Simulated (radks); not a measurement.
All-electron atom: the krypton ion Kr3+ in [Ar] 3d10 4s2 4p3.

Calculated with a radial shooting solver on a logarithmic mesh with Libxc functionals: Dirac Kohn-Sham, PBE, spin-unpolarised, spherical densities, finite nucleus; open shells fill j = l - 1/2 first; Fermi nuclear charge, rms radius 4.1884 fm.

Energy parts (hartree):
| part | energy |
|---|---|
| total | -2787.67495 |
| kinetic | 2862.90628 |
| electron-nucleus | -6688.00688 |
| Hartree | 1132.79271 |
| exchange-correlation | -95.36706 |

Orbitals (lengths in bohr, moments of r in powers of bohr; <r^-3> diverges for s and p1/2; r(90%) holds 90 % of the orbital's charge):
orbital  occ.  eigenvalue (hartree)     <r^2>  r(90%)  <r^-3>
1s1/2       2             -521.6336  0.002318  0.0742       -
2s1/2       2             -69.97727   0.03965   0.284       -
2p1/2       2             -63.38412   0.03039   0.257       -
2p3/2       4             -61.40549   0.03182   0.263    1428
3s1/2       2             -11.17487    0.3228   0.788       -
3p1/2       2              -8.84562    0.3324   0.813       -
3p3/2       4              -8.55420    0.3454   0.828   212.4
3d3/2       4              -4.49432    0.3738   0.902   27.72
3d5/2       6              -4.44621    0.3789   0.908   26.76
4s1/2       2              -2.16759     2.431    2.14       -
4p1/2       2              -1.61060     3.090    2.43       -
4p3/2       1              -1.57786     3.190    2.47   24.03

The highest occupied level is 4p3/2 at -42.936 eV. The density falls to 0.001 e/bohr^3 at r = 3.26 bohr.
